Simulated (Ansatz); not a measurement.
Consider the cleavage of the Ge–Si bond: `[OH][Ge]([F])([F])[SiH3]` + H–F → `[OH][Ge]([F])([F])[F]` + SiH₄.

Program: Ansatz. Geometries: PBE0-D4/def2-TZVP. ΔE: electronic, gas phase. CBS: MP2 limit from def2 TZ/QZ plus the TZ coupled-cluster correction, frozen cores. This one scheme is used for every species. DFT in def2-TZVPP. B3LYP here is the variant with VWN-RPA as its local correlation; programs differ in this. For Ge outer-core shells are correlated without core-valence functions, which leaves a few kJ/mol of doubt a bond. Scalar relativity is left out up to krypton. Each species was taken in one conformer, which may not be the lowest.

```
             level  ΔE (kJ/mol)
            PBE-D4        -14.2
           ωB97M-V        -33.6
            revPBE        -20.4
            r2SCAN        -35.8
             B3LYP        -33.4
  CCSD(T)/def2-SVP        -56.0
SCS-MP2/def2-TZVPP        -46.8
     HF/def2-QZVPP        -66.6
```

**Question.** What does CCSD(T)/CBS give? (Estimate.)

**Answer.** Ansatz gave: -25.9 kJ/mol. The listed levels differ from it by 11.7, -7.7, 5.5, -9.9, -7.5, -30.1, -20.9, -40.7 kJ/mol.

Largest T1 diagnostic among the species: 0.013.

At CCSD(T), def2-SVP lies −30.1 kJ/mol from the extrapolated value and def2-TZVPP −13.2 kJ/mol. From BLYP to BHLYP (50 % exact exchange), in def2-TZVPP and without D4, ΔE moves by −12.5 kJ/mol. Leaving LDA and LC-ωPBE aside and taking each functional with its dispersion term where it has one, the values, not all of them listed here, spread over 28.6 kJ/mol, from B97M-V to PBE-D4. LDA lies +4.2 kJ/mol from PBE without D4.

CCSD(T)/CBS has its own doubt, a few kJ/mol and more with outer-core shells, so smaller differences from it don't rank the levels.
